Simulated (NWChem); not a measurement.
Species: BHOF cation; SMILES [OH+]=BF

```xyz
4

O      0.0005    -1.1887     0.0000
B     -0.0001     0.0359     0.0000
F      0.0001     1.2764     0.0000
H     -0.0037    -2.1576     0.0000
```
Atoms are numbered in this order, from 1.

Results from NWChem. The geometry was optimised at PBE0/def2-SVP.

Problem. Estimate the computed values for TPSS/def2-TZVPP. Quantities: highest occupied level (eV); orbital gap (eV).

Solution. 
- highest occupied level (eV): -17.95
- orbital gap (eV): 10.05
